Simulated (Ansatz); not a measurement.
Au2S. The state is a triplet with charge 0. Geometry PBE-D4/def2-TZVP; atoms count from 1.

```xyz
3

Au    0.7274    0.9550   -1.6386
Au   -1.1988   -0.4684    1.5714
S     0.4715   -0.4866    0.0672
```

In the def2 sets Au takes a core potential; there is no spin–orbit coupling. At PBE0-D4/def2-TZVP a singlet of charge 0 lies 1.31 eV below the triplet, each at its own geometry. The structure comes from a short search, and lower isomers may exist.

Problem. Estimate the Mulliken populations from the PBE0/def2-TZVP orbitals of Ansatz.

Solution. 
```
atom  charge (e)  spin (α − β)  d electrons
 Au1        0.15          0.52         9.63
 Au2        0.15          0.52         9.63
  S3       -0.30          0.96            –
```
Mulliken values and Mayer orders depend strongly on the basis.

Problem. Where does the spin sit?

Solution. Summed by element: Au 1.04, S 0.96, of 2 unpaired in all. Largest on single atoms: S3 0.96, Au1 0.52, Au2 0.52.

Problem. And the Mayer bond orders between bonded heavy atoms (over 0.3)?

Solution. Au1–S3 1.03 (2.25 Å); Au2–S3 1.03 (2.25 Å). Values over 0.3 also appear between atoms too far apart for a bond (Au1–Au2 0.32 at 4.01 Å); they arise where an orbital or an unpaired electron spreads over both atoms.
